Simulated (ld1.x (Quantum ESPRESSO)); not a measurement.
**beryllium (Be), TM: configuration errors across variants**

beryllium, norm-conserving Troullier–Martins (Kleinman–Bylander form), made with ld1.x (Quantum ESPRESSO) 7.5 (PBE, scalar-relativistic). Core [He], reference 2s1.75 2p0 (charge +0.25). Waves: 2p (bound, empty): rc 3.65 bohr; 3d channel at 0.2 Ry: rc 3.05 bohr; 2s (bound): rc 2.20 bohr. Local part: the s channel. Core correction: none.

All-electron excitation energies from the reference (eV): (1) 2s2 2p0 -1.637; (2) 2s1 2p0 7.913; (3) 2s1.5 2p0 2.124; (4) 2s0 2p2 5.614; (5) 2s0 2p1 11.823; (6) 2s1 2p1 1.975.

2 further variants failed, have other tests or another functional or relativity, and are left out.

A true bound ghost makes a file unfit for plane-wave use even where its test errors are small: the radial tests pick states by their node count and pass the ghost by.

Errors AE − PS in meV (a dash: test not solved or not reliable):

| change | (1) | (2) | (3) | (4) | (5) | (6) | bound ghosts |
| --- | --- | --- | --- | --- | --- | --- | --- |
| base | +0.3 | +6.6 | +0.4 | -18 | -87 | -0.7 | none |
| core correction a·sin(br)/r model core inside 2.74 bohr | +0.3 | +6.6 | +0.4 | -18 | -87 | -0.7 | none |
| wave 3d channel at 0.2 Ry: rc 3.05 bohr becomes 3d channel at 6.48 Ry: rc 3.05 bohr | +0.3 | +6.6 | +0.4 | -18 | -87 | -0.7 | none |
| wave 2s (bound): rc 2.20 bohr becomes 2s (bound): rc 2.26 bohr | +0.3 | +6.4 | +0.4 | -17 | -88 | -0.8 | none |
| wave 3d channel at 0.2 Ry: rc 3.05 bohr becomes 3d channel at 0.2 Ry: rc 2.46 bohr | +0.3 | +6.6 | +0.4 | -18 | -87 | -0.7 | none |
| type ultrasoft; waves now 2s (bound): rcut 1.90, rcutus 2.20 bohr; 2s channel at -0.05 Ry: rcut 1.90, rcutus 2.20 bohr; 2p (bound): rcut 3.15, rcutus 3.65 bohr; 2p channel at 0.85 Ry: rcut 3.15, rcutus 3.65 bohr; 3d channel at 0.2 Ry: rcut 2.65, rcutus 3.05 bohr; local potential all-electron potential smoothed inside 2.10 bohr (lloc = -2); augmentation built from norm-conserving waves at rcut, not smoothed further | +0.2 | +6.5 | +0.3 | -12 | -36 | +1.3 | p |
| all radii scaled by about 0.74 (s 1.64, p 2.70, d 2.26 bohr) | +0.3 | +7.4 | +0.4 | +0.2 | -30 | +3.1 | none |

**Question.** Give the same row for: wave 2p (bound): rc 3.65 bohr becomes 2p (bound): rc 4.88 bohr.

**Answer.** +0.3, +6.6, +0.4, -28, -213, +5.2; bound ghosts: none.
